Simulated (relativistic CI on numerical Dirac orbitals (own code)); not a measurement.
## Hyperfine structure of Sc X, mass number 45

Method of calculation: Dirac-Coulomb-Breit CI, orbitals from a KLI potential per configuration, model QED (radiative potential, 1s self-energy scaled to tabulated hydrogen-like ionisation energies), unscaled Slater integrals (own radial code, finite nucleus).

Configuration list (outside the closed core [Ne]): 3s², 3s3p, 3p², 3s3d, 3d², 3p3d, 3p4s, 3s4s, 3s4p, 3d4s, 3s4d, 3s4f, 3s5s, 3s5p, 3s5d, 4s². Levels of other configurations are missing.

Nuclear spin I = 7/2, μ = 4.754 μN, Q = -0.22 b (tables of Stone and Pyykkö). The electronic factors are computed for point nuclear moments, without core polarisation or the Bohr-Weisskopf and QED corrections.

```csv
Level,E (cm⁻¹),A (MHz),B (MHz)
3s3p ³P°1,158751,19250,410
3s3p ³P°2,163017,14690,-809
3s3p ¹P°1,240272,3424,-776
3p² ¹D2,371726,4552,-1190
3p² ³P1,378467,-127.7,-400
3p² ³P2,383233,2639,698
3s3d ³D1,458420,-11490,-47.4
3s3d ³D2,458602,4849,-67.6
```

Levels with J = 0, under 50 % of one LS term, or S terms without an open s electron are left out. Small factors come from cancelling terms and can be off by tens of per cent or more.

At this charge energies of transitions that change n are usually good to better than 1 %, and those within a shell (Δn = 0) to a few per cent.

(1) Give the hyperfine levels of 3s3p ³P°1 relative to its centre of gravity.

Answers

(1) With K = F(F + 1) − I(I + 1) − J(J + 1), E = AK/2 + B[¾K(K + 1) − I(I + 1)J(J + 1)]/[2I(2I − 1)J(2J − 1)]: F = 5/2: -86430, F = 7/2: -19550, F = 9/2: 67490 MHz.

LS names give the leading component of a level, which can be under half, so a name can repeat, a term be missing and a line seem to break the LS rules.
